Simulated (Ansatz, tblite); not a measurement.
Isomers of Cu₂Cl₂⁻ (doublet), found by a short tight-binding search and relaxed with r2SCAN-D4/def2-SVPD in Ansatz.

The xTB rows come from tblite. LC-ωPBE has ω = 0.4 bohr⁻¹. HSE06 is defined as in plane-wave codes, on full-range PBE exchange. Correlated methods freeze 28 core orbitals.

B: At PBE-D4/def2-TZVPD the highest occupied level of the charge -1 doublet lies above zero (up to 0.18 eV). By energy differences its removal costs 2.30 eV (vertical, to the charge 0 singlet, at PBE-D4/def2-TZVPD); a positive level beside a positive removal energy at the same level points to self-interaction error.

Other spin states were run for one of them alone.

A:

```xyz
4

Cu   -0.1818    0.5413    1.0049
Cu    0.1843   -0.5233   -1.0082
Cl    0.2345    0.8386    3.1004
Cl   -0.2369   -0.8565   -3.0971
```

B:

```xyz
4

Cu   -0.493    0.015    0.188
Cu    1.888    0.187   -0.325
Cl   -1.773    0.727    1.756
Cl    0.378   -0.930   -1.619
```

Task: Estimate their order by electronic energy at PBE0-D4/def2-TZVPD, counted from the lowest.

Result: B (0.00) < A (0.16), in eV.

Task: Do the other levels pick the same lowest one?

Result: Not GFN1-xTB, GFN2-xTB. Energies above each level's lowest (eV):

```
               level     A     B
            GFN1-xTB  0.00  0.87
            GFN2-xTB  0.00  2.04
        HF/def2-SVPD  0.16  0.00
   PBE-D4/def2-TZVPD  0.07  0.00
r2SCAN-D4/def2-TZVPD  0.15  0.00
  PBE0-D4/def2-TZVPD  0.16  0.00
 HSE06-D4/def2-TZVPD  0.15  0.00
  LC-ωPBE/def2-TZVPD  0.08  0.00
       MP2/def2-SVPD  0.21  0.00
      CCSD/def2-SVPD  0.17  0.00
   CCSD(T)/def2-SVPD  0.21  0.00
```
Point groups (tolerance 0.1 Å): A C2h, B Cs. Lower isomers may exist.
